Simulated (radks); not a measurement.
Values are calculated unless marked as measured or tabulated.
I2+, 51 electrons, occupied as [Kr] 4d10 5s2 5p2 6s1 (not the ground configuration). Code: a radial shooting solver on a logarithmic mesh with Libxc functionals. Model: non-relativistic Kohn-Sham, PBE, spin-polarised, spherical densities, point nucleus; open shells are filled with parallel spins first (spin-orbit coupling, left out, can overturn this in heavy ions); relativity is left out, which matters for an element this heavy.

Normalised radial functions P(r) = r R(r), r in bohr:

```
   r/bohr * 4p down, o 5p up, + 6s up (the largest magnitude, 1.23, reaches the edge; | marks zero, & curves that meet)
 0.002745                             &
 0.004296                             &+
 0.006778                             o&
  0.01069                             |&
  0.01687                             |& *
  0.02662                             |+o   *
  0.04167                             +  o     *
  0.06574                           + |   o      *
   0.1037                           + | o  *
   0.1636                    *     o  |+
   0.2582              *         o    |  +
   0.4041                            +| o *
   0.6376                         +   |        o                 *
    1.006                            o|  +                 *
    1.587             o               |     *+
    2.504              o          +   *
    3.951                +       o    *
    6.184                      +      &
    9.756                            +&
```

4p down: eigenvalue -149.46 eV, 2 radial nodes at r = 0.124, 0.381 bohr, <r> = 0.804 bohr, 90 % of the charge inside 1.17 bohr. 5p up: eigenvalue -28.472 eV, 3 radial nodes at r = 0.123, 0.369, 0.969 bohr, <r> = 2.16 bohr, 90 % of the charge inside 3.13 bohr. 6s up: eigenvalue -12.848 eV, 5 radial nodes at r = 0.0368, 0.142, 0.372, 0.889, 2.24 bohr, <r> = 4.27 bohr, 90 % of the charge inside 6.01 bohr.
